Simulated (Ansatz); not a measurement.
Consider the redistribution: `CS[SiH2][AlH][NH2]` + `BO[SiH2]S` → `BO[SiH2]SC` + `[NH2][AlH][SiH2]S`.

Isolated molecules relaxed with PBE0-D4/def2-TZVP in Ansatz; ΔE leaves out vibrations. CBS: MP2 limit from def2 TZ/QZ plus the TZ coupled-cluster correction, frozen cores. DFT in def2-TZVPP. B3LYP here is the variant with VWN-RPA as its local correlation; programs differ in this. Each species was taken in one conformer, which may not be the lowest.

`CS[SiH2][AlH][NH2]`:

Cartesian coordinates in Å:
```
C 1.179 1.482 0.854
S 2.225 0.056 0.451
Si 1.051 -0.830 -1.118
Al -1.089 -1.479 -0.116
N -2.296 -0.203 0.109
H 1.651 1.994 1.692
H 1.117 2.170 0.011
H 0.175 1.174 1.153
H 0.949 0.126 -2.264
H 1.874 -1.987 -1.569
H -1.430 -2.910 0.477
H -2.225 0.734 -0.255
H -3.181 -0.326 0.576
```

`BO[SiH2]S`:

```xyz
9

B     0.516    1.527   -0.914
O     0.646    0.243   -0.519
Si    0.010   -0.570    0.775
S    -1.716   -1.684    0.242
H    -0.120    2.300   -0.247
H     1.056    1.860   -1.930
H     1.085   -1.465    1.254
H    -0.444    0.386    1.810
H    -1.034   -2.597   -0.470
```

`BO[SiH2]SC`:

Cartesian coordinates in Å:
```
B 0.084 -2.170 -0.171
O -0.008 -1.221 -1.123
Si -0.828 0.223 -1.135
S 0.435 1.855 -0.701
C 0.768 1.515 1.054
H -0.516 -2.044 0.866
H 0.776 -3.124 -0.388
H -1.339 0.435 -2.505
H -1.910 0.131 -0.121
H 1.311 2.375 1.442
H 1.387 0.626 1.170
H -0.160 1.399 1.613
```

`[NH2][AlH][SiH2]S`:

Z-matrix (Å, degrees):
```
Si
Al 1 2.448
S 1 2.162 2 107.2
H 1 1.493 2 115.2 3 123.3
H 1 1.490 2 113.7 3 -113.3
N 2 1.766 1 119.8 3 128.8
H 2 1.587 1 122.0 3 -48.3
H 3 1.344 1 95.3 2 46.3
H 6 1.007 2 124.9 1 1.7
H 6 1.008 2 124.9 1 -176.9
```

(1) Is it downhill or uphill in electronic energy at CCSD(T)/CBS, and by how much? (Best estimate.)

(2) What do these levels give: B2PLYP, PBE, B3LYP, MP2/def2-TZVPP, CCSD(T)/def2-TZVPP, SCS-MP2/def2-QZVPP? (An estimate is asked.)

Largest T1 diagnostic among the species: 0.013.

## Answers

(1) Ansatz gave: Nearly level: ΔE = -0.2 kcal/mol.

(2) The calculation gave: B2PLYP -0.3, PBE -0.3, B3LYP -0.5, MP2/def2-TZVPP -0.1, CCSD(T)/def2-TZVPP -0.2, SCS-MP2/def2-QZVPP -0.3 kcal/mol.
